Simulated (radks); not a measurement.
All-electron atom: S4+ in [He] 2s2 2p5.5 3s2 4f0.5 (fractional occupations, a model configuration). Method: non-relativistic Kohn-Sham, exchange-only r2SCAN, spin-polarised, spherical densities, point nucleus; open shells are filled with parallel spins first; meta-GGA in the generalised Kohn-Sham scheme; computed with a radial shooting solver on a logarithmic mesh with Libxc functionals.

Unscreened Slater integrals over Kohn-Sham orbitals (hartree). They are taken over the spin-up orbitals. Empty in this configuration: 3p.

F0(4f,4f): 0.23752
F2(4f,4f): 0.13173
F4(4f,4f): 0.087701
F6(4f,4f): 0.064786
F0(4f,3s): 0.29446
G3(4f,3s): 0.027665
F0(4f,2p): 0.29770
F2(4f,2p): 0.0095802
G2(4f,2p): 0.00046209
G4(4f,2p): 0.00029546
F0(4f,2s): 0.29770
G3(4f,2s): 0.00038011
F0(4f,3p): 0.29335
F2(4f,3p): 0.082420
G2(4f,3p): 0.042593
G4(4f,3p): 0.028044
F0(3s,3s): 0.63078
F0(3s,2p): 0.82917
G1(3s,2p): 0.068484
F0(3s,2s): 0.82030
G0(3s,2s): 0.054724
F0(3s,3p): 0.61170
G1(3s,3p): 0.41247
F0(2p,2p): 2.1269
F2(2p,2p): 0.99039
F0(2p,2s): 2.0047
G1(2p,2s): 1.1850
F0(2p,3p): 0.79831
F2(2p,3p): 0.15707
G0(2p,3p): 0.064293
G2(2p,3p): 0.065378
F0(2s,2s): 1.9240
F0(2s,3p): 0.78647
G1(2s,3p): 0.049534
F0(3p,3p): 0.59459
F2(3p,3p): 0.30582

Derived for the open shells (J is the average intra-shell exchange parameter used in DFT+U). 2p: J = F2/5 = 0.1981 hartree. 4f: F4/F2 = 0.666, F6/F2 = 0.492, J = (286 F2 + 195 F4 + 250 F6)/6435 = 0.01103 hartree.
